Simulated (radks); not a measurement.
Ga3+, 28 electrons, occupied as [Ar] 3d7 4s2 4p1 (not the ground configuration).

Method: scalar-relativistic Kohn-Sham, PBE, spin-polarised, spherical densities, point nucleus; open shells are filled with parallel spins first; computed with a radial shooting solver on a logarithmic mesh with Libxc functionals.

Energy parts (eV):
part                       energy
total                  -52756.359
kinetic                 53661.781
electron-nucleus      -125377.300
Hartree                 20950.552
exchange-correlation    -1991.392

Orbitals (lengths in bohr, moments of r in powers of bohr; <r^-3> diverges for s and p1/2; r(max) is where P^2 peaks):
orbital	occ.	eigenvalue (eV)	<r^-3>	<r^2>	r(max)	<r^4>
1s up	1	-10299.13	-	0.003179	0.03179	0.00002601
1s down	1	-10299.05	-	0.003179	0.03179	0.00002601
2s up	1	-1335.787	-	0.05602	0.1825	0.005442
2s down	1	-1333.152	-	0.05588	0.1824	0.005413
2p up	3	-1171.761	888.8	0.04465	0.1466	0.004016
2p down	3	-1169.747	891.1	0.04451	0.1465	0.003988
3s up	1	-215.4672	-	0.4645	0.5586	0.3418
3s down	1	-210.9209	-	0.4676	0.5595	0.3471
3p up	3	-165.4610	127.2	0.4990	0.5581	0.4200
3p down	3	-160.9609	125.4	0.5040	0.5594	0.4297
3d up	5	-83.9306	14.41	0.5869	0.5084	0.7320
3d down	2	-79.3592	14.14	0.6043	0.5121	0.7837
4s up	1	-46.7110	-	3.461	1.566	17.89
4s down	1	-44.6623	-	3.546	1.576	18.88
4p up	1	-35.4185	14.78	4.456	1.751	30.29
4p down	0	-33.5738	14.19	4.622	1.770	32.77

The highest occupied level is 4p up at -35.419 eV. The density falls to 0.001 e/bohr^3 at r = 3.40 bohr. Summed over all electrons, <r^2> = 19.93 bohr^2, which gives a Langevin (diamagnetic) susceptibility term of -15.8 x 10^-6 cm^3/mol.
